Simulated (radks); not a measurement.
The numbers below are computed, except where a source is named.
Question: Radial electron density D(r) = 4 pi r^2 rho(r) of an atom or ion with 38 electrons. Level of theory: scalar-relativistic Kohn-Sham, PBE, spin-polarised, spherical densities, finite nucleus; Fermi nuclear charge, rms radius of each element as measured or else 0.836 A^(1/3) + 0.57 fm (a radial shooting solver on a logarithmic mesh with Libxc functionals).

```
   r/bohr * D(r) (the largest magnitude, 86.2, reaches the edge; | marks zero)
  0.00144 | *
  0.00165 |  *
  0.00189 |  *
 0.002148 |   *
 0.002461 |    *
  0.00282 |      *
 0.003205 |       *
 0.003672 |         *
 0.004207 |           *
 0.004819 |             *
 0.005477 |                *
 0.006275 |                   *
  0.00719 |                      *
 0.008171 |                          *
 0.009362 |                             *
  0.01073 |                                 *
  0.01229 |                                    *
  0.01397 |                                       *
    0.016 |                                         *
  0.01833 |                                          *
  0.02083 |                                          *
  0.02387 |                                         *
  0.02735 |                                       *
  0.03133 |                                      *
  0.03561 |                                     *
   0.0408 |                                     *
  0.04674 |                                       *
  0.05312 |                                          *
  0.06086 |                                               *
  0.06973 |                                                   *
  0.07989 |                                                      *
   0.0908 |                                                      *
    0.104 |                                                   *
   0.1192 |                                             *
   0.1355 |                                        *
   0.1552 |                                     *
   0.1778 |                                     *
   0.2037 |                                         *
   0.2315 |                                            *
   0.2652 |                                            *
   0.3039 |                                        *
   0.3454 |                                *
   0.3957 |                      *
   0.4533 |               *
   0.5194 |            *
   0.5903 |           *
   0.6763 |           *
   0.7748 |         *
   0.8806 |       *
    1.009 |    *
    1.156 |  *
    1.324 |*
    1.505 |*
    1.724 |*
    1.976 *
    2.245 *
    2.572 *
    2.947 *
    3.377 *
```

What is the nuclear charge?

Answer: Z = 52. The innermost maximum, from 1s, lies near gamma/Z bohr with gamma = sqrt(1 - (Z/c)^2) = 0.925, here 0.0178 bohr (found: 0.0195), and its height grows with Z. The density is that of the tellurium ion Te14+ in [Kr] 4d1 5p1; the configuration itself is not fixed sharply by these data, and Z only to a few units. D(r) has 3 maxima, at r = 0.0195, 0.0852, 0.251 bohr, and minima at 0.0380, 0.163 bohr, inside which lie 1.99, 11.03 electrons.
